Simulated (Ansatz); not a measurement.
The lowest singlet and triplet of BH (SMILES [BH]); geometries from B3LYP-D3(BJ)/def2-TZVP, each state relaxed from the structure named, with no frequency check.
Singlet (charge 0, multiplicity 1):
```xyz
2

B      0.000     0.000    -0.206
H      0.000     0.000     1.028
```

A positive gap puts the triplet lower; no zero-point energy. R- takes a restricted singlet. U- takes an unrestricted singlet (broken symmetry where lower, unprojected). The triplet is unrestricted in single-reference levels. Active spaces average the two states.

Correlated levels freeze the cores.

Programs: Ansatz (Gaussian basis) for Hartree–Fock, density functionals and correlated methods. Each number belongs to the level named beside it.

```tsv
level	gap E(singlet) − E(triplet), vertical, at the singlet's geometry (eV)
U-HF/cc-pVTZ (spin-contaminated)	-0.572
R-r2SCAN/def2-TZVPP	-0.651
U-MP2/cc-pVQZ (spin-contaminated)	___
R-CCSD/cc-pVQZ	-1.323
U-CCSD/cc-pVQZ (spin-contaminated)	-1.317
R-CCSD(T)/cc-pVDZ	-1.294
FIC-NEVPT4(SD) on SA-CASSCF(4,5)/cc-pVDZ	-1.293
FIC-NEVPT4(SD) on SA-CASSCF(4,5)/cc-pVQZ	-1.348
FCI/cc-pVQZ	-1.342
```

Problem. Complete the blanks.

Solution. 
- U-MP2/cc-pVQZ (spin-contaminated), gap E(singlet) − E(triplet), vertical, at the singlet's geometry (eV): -0.871

Doubts at one or more of the structures used: a restricted determinant that unrestricted orbitals would lower (R-r2SCAN/def2-TZVPP, R-CCSD/cc-pVQZ, R-CCSD(T)/cc-pVDZ); T1 above 0.05 (U-CCSD/cc-pVQZ (spin-contaminated)).

Ansatz is a quantum-chemistry and plane-wave program.
